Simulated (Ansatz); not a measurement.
Relaxation of the cluster Li₈ with RKS PBE0/def2-TZVP.

```sh
$ ansatz run in.yaml --threads 4 --pin off --events-out ev --progress --plain --max-ram 3916MiB
```

```yaml
crystal:
  periodic: [false, false, false]
  atoms:
    - {symbol: Li, position_ang: [-0.113640, 1.348380, 1.111440]}
    - {symbol: Li, position_ang: [1.196050, -0.823850, -2.161770]}
    - {symbol: Li, position_ang: [-1.588260, -0.675140, 1.737620]}
    - {symbol: Li, position_ang: [-0.401040, -1.238880, -0.406830]}
    - {symbol: Li, position_ang: [0.060310, 1.400800, -1.454460]}
    - {symbol: Li, position_ang: [1.983320, 0.454680, -0.035510]}
    - {symbol: Li, position_ang: [-2.132750, 0.603320, -0.481450]}
    - {symbol: Li, position_ang: [0.996010, -1.069300, 1.690970]}
basis:
  gaussian: {orbitals: def2-TZVP}
hamiltonian: {xc: pbe0}
scf: {lower_state_search: "off"}
output: {orbitals: {seedname: orbitals}}
relax: {f_tol: 0.02, max_steps: 100}
```

It took 29 s on 4 threads of Arm Neoverse N1 on a shared host.

Positions (Å) and forces (eV/Å) at steps 1, 2, 3, 4, 5, 7, 10, 13, 14, 16, 17 of 17:

```xyz
8
step=1 energy=-1631.4197 eV
Li   -0.114    1.348    1.111    0.036    0.690    0.503
Li    1.196   -0.824   -2.162    0.362   -0.575   -0.818
Li   -1.588   -0.675    1.738   -0.690   -0.379    0.721
Li   -0.401   -1.239   -0.407   -0.129   -0.330   -0.110
Li    0.060    1.401   -1.454   -0.017    0.695   -0.537
Li    1.983    0.455   -0.036    0.834    0.301    0.057
Li   -2.133    0.603   -0.481   -0.922    0.190   -0.420
Li    0.996   -1.069    1.691    0.527   -0.591    0.605
8
step=2 energy=-1632.2427 eV
Li   -0.110    1.469    1.201   -0.017    0.197    0.181
Li    1.256   -0.937   -2.309    0.189   -0.257   -0.389
Li   -1.713   -0.745    1.866   -0.281   -0.169    0.280
Li   -0.421   -1.283   -0.419   -0.039    0.021    0.037
Li    0.059    1.529   -1.550    0.056    0.241   -0.200
Li    2.132    0.512   -0.022    0.301    0.142   -0.041
Li   -2.301    0.636   -0.564   -0.404    0.073   -0.139
Li    1.098   -1.181    1.796    0.193   -0.249    0.271
8
step=3 energy=-1632.4982 eV
Li   -0.135    1.477    1.247    0.015    0.056    0.031
Li    1.335   -1.036   -2.456    0.059   -0.161   -0.170
Li   -1.819   -0.825    1.956   -0.111   -0.124    0.069
Li   -0.386   -1.171   -0.398    0.034    0.148    0.056
Li    0.082    1.573   -1.620    0.011    0.083   -0.057
Li    2.215    0.537   -0.059    0.085    0.052   -0.002
Li   -2.450    0.687   -0.582   -0.159    0.033   -0.038
Li    1.158   -1.242    1.911    0.065   -0.086    0.112
8
step=4 energy=-1632.6006 eV
Li   -0.143    1.479    1.265   -0.002    0.004    0.010
Li    1.362   -1.163   -2.561   -0.009   -0.075   -0.035
Li   -1.894   -0.956    1.967   -0.028   -0.071   -0.018
Li   -0.320   -0.991   -0.359    0.054    0.137    0.040
Li    0.094    1.601   -1.670    0.003    0.012   -0.019
Li    2.259    0.549   -0.085    0.009   -0.002   -0.010
Li   -2.555    0.744   -0.573   -0.021   -0.001    0.012
Li    1.197   -1.262    2.015   -0.006   -0.004    0.020
8
step=5 energy=-1632.6377 eV
Li   -0.164    1.538    1.335    0.031   -0.049   -0.070
Li    1.309   -1.259   -2.578   -0.028   -0.049   -0.002
Li   -1.924   -1.124    1.877   -0.010   -0.034   -0.017
Li   -0.240   -0.815   -0.310    0.005    0.066    0.031
Li    0.110    1.598   -1.715   -0.005    0.035    0.016
Li    2.280    0.502   -0.130    0.004    0.041    0.017
Li   -2.571    0.773   -0.546    0.020   -0.011    0.013
Li    1.201   -1.213    2.068   -0.017    0.001    0.011
8
step=7 energy=-1632.6543 eV
Li   -0.153    1.543    1.333    0.000    0.005    0.000
Li    1.187   -1.370   -2.536   -0.023    0.007    0.031
Li   -1.943   -1.274    1.782    0.020    0.007   -0.021
Li   -0.188   -0.678   -0.259   -0.001   -0.007   -0.004
Li    0.128    1.652   -1.731   -0.005   -0.002    0.003
Li    2.319    0.532   -0.143    0.002    0.000    0.006
Li   -2.549    0.776   -0.544    0.018   -0.012    0.001
Li    1.199   -1.181    2.099   -0.011    0.001   -0.015
8
step=10 energy=-1632.6618 eV
Li   -0.176    1.605    1.392    0.001   -0.003   -0.001
Li    0.955   -1.466   -2.367   -0.002    0.003    0.005
Li   -1.888   -1.334    1.668   -0.002    0.001    0.003
Li   -0.136   -0.516   -0.184    0.004    0.015    0.004
Li    0.154    1.706   -1.722   -0.001    0.000   -0.003
Li    2.358    0.575   -0.133   -0.001   -0.003   -0.001
Li   -2.497    0.679   -0.665   -0.003   -0.006   -0.007
Li    1.230   -1.249    2.011    0.003   -0.008   -0.002
8
step=13 energy=-1632.6980 eV
Li   -0.228    1.747    1.543   -0.020    0.003    0.025
Li    0.525   -1.609   -1.997   -0.022    0.016    0.059
Li   -1.789   -1.408    1.476    0.022    0.017   -0.023
Li   -0.042   -0.174   -0.024   -0.010   -0.006   -0.018
Li    0.197    1.813   -1.721   -0.011   -0.001   -0.010
Li    2.436    0.642   -0.128    0.013   -0.013    0.000
Li   -2.403    0.438   -0.947    0.034   -0.017    0.001
Li    1.304   -1.448    1.799   -0.007    0.000   -0.035
8
step=14 energy=-1632.7145 eV
Li   -0.275    1.782    1.612   -0.012   -0.002    0.015
Li    0.402   -1.654   -1.853   -0.010    0.014    0.057
Li   -1.752   -1.434    1.399    0.024    0.017   -0.022
Li   -0.018   -0.072    0.016   -0.005   -0.019   -0.029
Li    0.205    1.833   -1.741    0.002    0.004   -0.005
Li    2.471    0.641   -0.143    0.004   -0.003   -0.003
Li   -2.347    0.386   -1.006   -0.001   -0.004    0.002
Li    1.315   -1.482    1.715   -0.002   -0.007   -0.016
8
step=16 energy=-1632.6552 eV rejected
Li   -0.301    1.760    1.725   -0.052    0.125    0.144
Li    0.189   -1.794   -1.650    0.059    0.122    0.087
Li   -1.678   -1.412    1.327    0.034    0.082   -0.035
Li    0.048    0.122    0.054   -0.173   -0.403   -0.215
Li    0.269    1.930   -1.762   -0.075   -0.018   -0.018
Li    2.500    0.730   -0.136    0.078   -0.045    0.016
Li   -2.404    0.282   -1.191    0.192    0.026    0.119
Li    1.377   -1.617    1.632   -0.064    0.111   -0.097
8
step=17 energy=-1632.7216 eV
Li   -0.322    1.749    1.692    0.002    0.000   -0.002
Li    0.336   -1.723   -1.707    0.001   -0.006    0.001
Li   -1.703   -1.436    1.325    0.000    0.000   -0.006
Li   -0.005   -0.002    0.004    0.002    0.001    0.003
Li    0.224    1.845   -1.789   -0.003    0.000    0.002
Li    2.492    0.651   -0.161   -0.002    0.001    0.001
Li   -2.342    0.402   -1.019    0.001    0.003    0.003
Li    1.320   -1.487    1.655    0.000    0.002   -0.002
```

The structure comes from a short search, and lower isomers may exist.
